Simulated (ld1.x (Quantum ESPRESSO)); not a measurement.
# Configuration tests for boron (TM)

B, norm-conserving Troullier–Martins (Kleinman–Bylander form), made with ld1.x (Quantum ESPRESSO) 7.5 (LDA (PZ), scalar-relativistic). Core [He], reference 2s1 2p2. Waves: 2p (bound): rc 2.15 bohr; 2s (bound): rc 1.50 bohr. Local part: the s channel. Core correction: Bessel-smoothed model core inside 1.15 bohr.

Energies are relative to the spin-unpolarised reference configuration 2s1 2p2; without spin polarisation the order of configurations can differ from experiment. Spin-polarised rows fill each open shell by Hund’s rule, majority spin first.

(1) Give the all-electron excitation energy and the error of the potential for: 2s2 2p1; 2s2 2p0; 2s1 2p0; 2s1 2p1; 2s0 2p3; 2s2 2p1.3; 2s2 2p0.5; 2s1 2p2 (spin-polarised); 2s2 2p1 (spin-polarised).

Results:

(1)

| valence configuration | charge | ΔE all-electron (eV) | error AE − PS (meV) |
| --- | --- | --- | --- |
| 2s2 2p1 | 0 | -5.686 | +2.2 |
| 2s2 2p0 | +1 | 2.641 | +49 |
| 2s1 2p0 | +2 | 27.945 | +153 |
| 2s1 2p1 | +1 | 8.597 | +11 |
| 2s0 2p3 | 0 | 5.715 | +2.8 |
| 2s2 2p1.3 | -0.3 | -6.458 | -0.1 |
| 2s2 2p0.5 | +0.5 | -2.743 | +14 |
| 2s1 2p2 (spin-polarised) | 0 | -2.683 | +101 |
| 2s2 2p1 (spin-polarised) | 0 | -5.921 | +12 |
